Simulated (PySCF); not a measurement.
**Structure from 2D NMR**

Compound of formula C₅H₁₁NSi. Correlations simulated from computed shifts and the bond graph:

HSQC (one-bond C–H):
```csv
δH,δC
5.85,134.5
3.90,61.8
3.80,58.1
3.61,61.8
1.92,16.8
```

COSY cross peaks (H two or three bonds apart, from the bond graph; peaks can be absent where the dihedral angle is near 90°):
```csv
δH,δH
5.85,3.80
3.90,3.61
3.80,3.76
```

HMBC (two and three bonds, from the bond graph):
```csv
δH,δC
5.85,"145.7, 61.8, 58.1, 16.8"
3.90,"145.7, 134.5, 58.1, 16.8"
3.80,"145.7, 134.5, 61.8"
3.76,"134.5, 58.1"
3.61,"145.7, 134.5, 58.1, 16.8"
1.92,"145.7, 134.5, 61.8"
```

Carbons without hydrogens: δ 145.7.

No relativistic terms, in vacuum, one averaged value for each set of equivalent atoms, a single conformation. GFN2-xTB geometry; NMR shieldings at PBE0/pcSseg-1/GIAO; PySCF 2.14.0 with density-fitted response routines.

References, each an isolated molecule treated in the same way: ¹H (σref 31.72), ¹³C (σref 186.93) vs TMS.

Exchangeable hydrogens are left out of these lists.

Q: Assemble the structure.

A: SMILES CC1=C[C@@H]([SiH3])NC1.

Mapped SMILES: `[CH3:1][C:2]1=[CH:3][C@@H:4]([SiH3:5])[NH:6][CH2:7]1`; H(Xn) means a hydrogen on atom n. Ha(C7) is cis to Si5 on the ring; Hb(C7) is trans to Si5 on the ring.

- δC 145.7 is C2, a fully substituted alkene carbon.
- δC 134.5 is C3, an alkene CH (δH 5.85).
- δC 61.8 is C7, an allylic sp3 CH2 bonded to N (δH 3.90, 3.61).
- δC 58.1 is C4, an allylic sp3 CH bonded to N and Si (δH 3.80).
- δC 16.8 is C1, an allylic methyl carbon (δH 1.92).
- HMBC from δH 5.85 reaches the proton-free carbon C2.
- HMBC from δH 3.90 reaches the proton-free carbon C2.
- HMBC from δH 3.80 reaches the proton-free carbon C2.
- HMBC from δH 3.61 reaches the proton-free carbon C2.
- COSY links 5.85–3.80, 3.90–3.61, 3.80–3.76.

The shifts were computed for this structure.

OH and NH positions are those of a molecule without intermolecular hydrogen bonds; in solution they move with solvent, concentration and temperature, and exchange usually removes their couplings. Shifts are as computed. Against solution values, carbons near 30 ppm lie about +3 ppm off and those near 130 ppm about +5 ppm. Of 1309 compounds with measured shifts, 239 miss one by over three times the rms of a fit or turn the order of signals round; such compounds aren't used in these exercises.
